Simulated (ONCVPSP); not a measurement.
## An all-electron radial function and its pseudo partner (tungsten)

Columns: radius, all-electron u(r) and pseudo u(r) of the 5p shell (level -43.22 eV) of tungsten in the configuration [Kr] 4d10 4f14 5s2 5p6 5d4 6s2; PBEsol, scalar-relativistic, ONCV scheme, ONCVPSP 4.0.1.

```csv
r (bohr),all-electron,pseudo
0.132,0.3461,0.0386
0.265,-0.2166,0.1487
0.398,-0.5308,0.3114
0.530,-0.1641,0.4979
0.663,0.3522,0.6811
0.795,0.7427,0.8320
0.928,0.9628,0.9341
1.060,1.0391,0.9780
1.193,1.0195,0.9667
1.325,0.9441,0.9109
1.458,0.8410,0.8246
1.590,0.7304,0.7240
1.723,0.6217,0.6199
1.855,0.5225,0.5222
1.988,0.4340,0.4339
2.120,0.3581,0.3581
2.252,0.2937,0.2937
2.385,0.2394,0.2393
2.518,0.1943,0.1943
2.650,0.1574,0.1574
2.782,0.1272,0.1272
2.915,0.1024,0.1024
3.048,0.0823,0.0823
3.180,0.0661,0.0661
3.312,0.0530,0.0530
3.445,0.0424,0.0424
```

(1) How many radial nodes do the two functions have?

(2) At about which radius was the pseudo-wave matched?

(3) Is the pseudo-wave norm-conserving?

Answers

(1) The all-electron 5p function has n − l − 1 = 3 (the table is too coarse to show those close to the nucleus); the pseudo-wave has 0, since the states of the same l below it are removed with the core.

(2) 2.05 bohr. The columns agree to 0.0005 from 1.85 bohr on; several derivatives are matched, so the curves merge somewhat inside the radius.

(3) Yes: the ONCV scheme keeps the norm inside the radius equal to the all-electron one, which fixes the energy derivative of the logarithmic derivative at the level.
